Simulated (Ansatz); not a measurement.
Molecule: ZnBr, charge 0, multiplicity 2. The spin state was set by rule; other spins were not relaxed. 
Geometry from a B3LYP-D3(BJ)/def2-TZVP (Ansatz, a quantum-chemistry and plane-wave program) optimisation:
```
Zn
Br 1 2.3405
```
Charge 0, spin multiplicity 2.

Basis-set convergence of Hartree-Fock and MP2 correlation energies (hartree) with Ansatz. Valence correlation only, unless marked. UHF or UKS for open shells. No spin-orbit coupling. The frozen core is the preceding noble-gas configuration, with the filled d and f shells of earlier blocks. Non-relativistic.

| basis | functions | E(HF) | E(corr, MP2) |
|---|---|---|---|
| def2-SVPD | 75 | -4349.71481 | -0.40664 |
| def2-TZVPPD | 124 | [?] | [?] |

Question: Some entries are withheld; supply them.

Answer: 
- def2-TZVPPD, E(HF): -4350.26810
- def2-TZVPPD, E(corr, MP2): -0.63365
